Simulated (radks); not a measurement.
Results of a calculation; reference values are marked as such.
Q: These are the eigenvalues of the occupied orbitals of an atom or ion with whole-number occupations (eV). Code: a radial shooting solver on a logarithmic mesh with Libxc functionals. Model: Dirac Kohn-Sham, LDA (Slater exchange, Perdew-Wang correlation), spin-unpolarised, spherical densities, point nucleus.

| orbital | eigenvalue |
|---|---|
| 1s1/2 | -57257.43 |
| 2s1/2 | -9614.699 |
| 2p1/2 | -9160.592 |
| 2p3/2 | -8244.709 |
| 3s1/2 | -2153.679 |
| 3p1/2 | -1954.084 |
| 3p3/2 | -1761.789 |
| 3d3/2 | -1419.374 |
| 3d5/2 | -1377.311 |
| 4s1/2 | -424.2328 |
| 4p1/2 | -344.5101 |
| 4p3/2 | -301.0336 |
| 4d3/2 | -169.6275 |
| 4d5/2 | -161.7275 |
| 5s1/2 | -51.9305 |
| 5p1/2 | -30.3880 |
| 5p3/2 | -24.9846 |
| 6s1/2 | -3.9879 |
| 4f5/2 | -3.9677 |
| 4f7/2 | -2.8821 |

Which element is it, and in what charge state? The configuration may be excited. Open shells, if any, are shared by 2j + 1.

A: Z = 68, erbium, charge 0: Er in [Xe] 4f12 6s2. The list shows which subshells hold electrons but not how many an open one holds; the 1s level, -2104.2 hartree, gives Z - s = 64.9 by -(Z - s)^2/2, which with screening and relativity narrows Z to a few neighbours, and the depths of the outer levels then fix element, charge and occupations together.
